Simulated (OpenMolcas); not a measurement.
Pm3+ in a ligand field

Pm3+ with 6 ligands (fluoride) in trigonal prismatic coordination (D3h) at 2.28 Å, a polar angle of 50.6° against the regular 49.1°. A charge of +0.5 e stands 3.2 Å behind each ligand. Ligand basis ANO-RCC-VDZP.
```
Pm    0.0000    0.0000    0.0000
F     1.7611    0.0000    1.4480
F    -0.8806    1.5252    1.4480
F    -0.8806   -1.5252    1.4480
F     1.7611    0.0000   -1.4480
F    -0.8806    1.5252   -1.4480
F    -0.8806   -1.5252   -1.4480
```

* Program: OpenMolcas
* Method: CASSCF
* Basis: ANO-RCC-VDZP [7s6p4d2f1g]
* Scalar Hamiltonian: DKH2, point nucleus
* Active space: 4 electrons in 7 orbitals (4f)
* State averaging: 2S+1 = 5 even, 35 roots (33 in the spin-orbit step); 2S+1 = 3 even, 117 roots kept (CI in the orbitals of an earlier block, 106 in the spin-orbit step); 2S+1 = 1 even, 75 roots kept (CI in the orbitals of an earlier block, 31 in the spin-orbit step)
* Spin-orbit coupling: RASSI with atomic mean-field integrals over the reference wave functions

The lowest spin-free states (labels of D3, the rotations of D3h), above the lowest:

| State | Degeneracy | E (cm-1) | Free-ion L (%) |
| --- | --- | --- | --- |
| 5A1 | 1 | 0.0 | I (100) |
| 5E | 2 | 51.4 | I (100) |
| 5E | 2 | 178.9 | I (100) |
| 5A2 | 1 | 298.1 | I (100) |
| 5A2 | 1 | 314.8 | I (100) |
| 5A1 | 1 | 315.3 | I (100) |
| 5A1 | 1 | 344.0 | I (100) |
| 5E | 2 | 387.3 | I (100) |
| 5E | 2 | 405.2 | I (100) |
| 5A2 | 1 | 15007 | F (100) |
| 5A1 | 1 | 15029 | F (100) |
| 5A1 | 1 | 15260 | S (100) |
| 5A2 | 1 | 15280 | F (100) |
| 5E | 2 | 15324 | F (100) |
| 5E | 2 | 15440 | F (100) |
| 3A2 | 1 | 18107 | K (100) |
| 3A1 | 1 | 18108 | K (100) |
| 3E | 2 | 18121 | K (100) |
| 3E | 2 | 18154 | K (100) |
| 3E | 2 | 18169 | K (100) |

The lowest levels with spin-orbit coupling:

```
E (cm-1)  Degeneracy  Label  2S+1     J  |mJ| (%)                g
     0.0           1     A1     5  4.00   0 (100)                 
    65.3           2      E     5  4.00   1 (100)   0.00 0.00 1.48
   212.6           2      E     5  4.01    2 (98)   0.00 0.00 2.62
   282.0           2      E     5  4.00    4 (98)   0.00 0.00 4.61
   304.7           1     A2     5  4.00   3 (100)                 
   327.8           1     A1     5  4.00   3 (100)                 
    1631           1     A2     5  5.00   0 (100)                 
    1652           2      E     5  5.00   1 (100)   0.00 0.00 1.75
    1708           2      E     5  5.00   2 (100)   0.00 0.00 3.59
    1783           1     A2     5  5.00   3 (100)                 
    1784           1     A1     5  5.00   3 (100)                 
    1845           2      E     5  5.00   5 (100)   0.00 0.00 8.91
    1856           2      E     5  5.00   4 (100)   0.00 0.00 7.28
    3369           1     A1     5  6.00   0 (100)                 
    3382           2      E     5  6.00   1 (100)   0.00 0.00 2.08
    3421           2      E     5  6.00   2 (100)   0.00 0.00 4.21
    3479           1     A1     5  6.00   3 (100)                 
    3479           1     A2     5  6.00   3 (100)                 
    3544           2      E     5  6.00   4 (100)   0.00 0.00 8.61
    3574           2            5  6.00   6 (100)  0.00 0.00 12.75
```

Electric-dipole absorption from the lowest level at this geometry, strongest bands:

```
E (cm-1)  λ (nm)  Label         f
   18061     554      E  1.24e-06
   18073     553     A2  2.40e-06
   19115     523      E  3.23e-06
```

Powder χT (cm3 K/mol): 0.0361 at 2 K, 0.18 at 10 K, 0.648 at 50 K, 0.796 at 100 K, 0.905 at 200 K, 0.961 at 300 K. The effective moment at 300 K is 2.828 √(χT) = 2.77 μB.

Hund's rules give f4 the level 5I4 with g = 0.600, so an isolated free-ion multiplet has χT = g² J(J+1) / 8 = 0.900 cm3 K/mol. The computed 0.961 at 300 K differs by +7 %, through the field's splitting, the mixing of terms and any other multiplet in reach.

Stevens parameters of the J = 4 multiplet, which is 328 cm-1 wide (cm-1, z along the main axis): B20 = 5.239e+00, B40 = -7.443e-02, B60 = 4.116e-04, B66 = 4.503e-03.

Metal share of the active 4f orbitals (Löwdin): 99, 99, 100, 100, 100, 100, 100 %; Mulliken charge of the metal 2.37.

High states are left out of the spin-orbit mixing, which shifts the levels that they would mix with. Without dynamic correlation the ligand-field splitting of an f shell can come out too small, at times by half. The first state left out of the spin-orbit step lies near 39000 cm-1 above the lowest spin-free state of the reference (among the parities and spins computed), and the lists stop at four fifths of that energy or lower. No measured value stands beside these numbers; the geometry was imposed, not optimised, and the real ion may take another.

With an even number of electrons the g values are those of a degenerate or nearly degenerate non-Kramers pair.
